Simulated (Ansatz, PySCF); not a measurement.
System: C3H8O, charge 0, singlet. C3H8O (SMILES CCCO).
B3LYP-D3(BJ)/def2-TZVP minimum from Ansatz (a first-principles code):
```xyz
12

C     -1.8645    -0.1931    -0.3023
C     -0.5633    -0.0415     0.4803
C      0.6470     0.0514    -0.4275
O      1.8098     0.1901     0.3857
H     -1.8566    -1.0970    -0.9161
H     -2.0299     0.6578    -0.9677
H     -2.7210    -0.2579     0.3699
H     -0.5982     0.8550     1.1046
H     -0.4258    -0.8898     1.1558
H      0.5406     0.9120    -1.1014
H      0.7147    -0.8511    -1.0496
H      2.5829     0.2497    -0.1841
```
Charge 0, spin multiplicity 1.

Atomisation energy term by term, kcal/mol (programs: Ansatz). UHF or UKS for unpaired electrons; spin-orbit terms are left out. Cores are frozen in correlated methods. Rows without X2C or -DK are non-relativistic. CBS(X,Y): correlation extrapolated as X^-3, Hartree-Fock from the larger set. A bracket is a step between two methods taken in the basis named. 'core' is core correlation in cc-pwCVTZ, 'X2C' scalar relativity in cc-pVTZ-DK, both at CCSD(T). For partners of very few electrons the exact lower level stands in for a higher one.

| term | basis | kcal/mol |
|---|---|---|
| Hartree-Fock | cc-pVQZ | 820.48 |
| CCSD correlation | CBS(cc-pVTZ,cc-pVQZ) | 268.22 |
| (T) | CBS(cc-pVTZ,cc-pVQZ) | 14.68 |
| CCSDT(Q) - CCSD(T) | cc-pVDZ | 0.58 |
| core correlation | cc-pwCVTZ | 3.72 |
| scalar relativity | X2C, cc-pVTZ-DK | -0.85 |
| minus zero-point energy | harmonic, PySCF's Hessian at B3LYP-D3(BJ)/def2-TZVP | -67.87 |
| sum: D0 |  | 1039.0 |
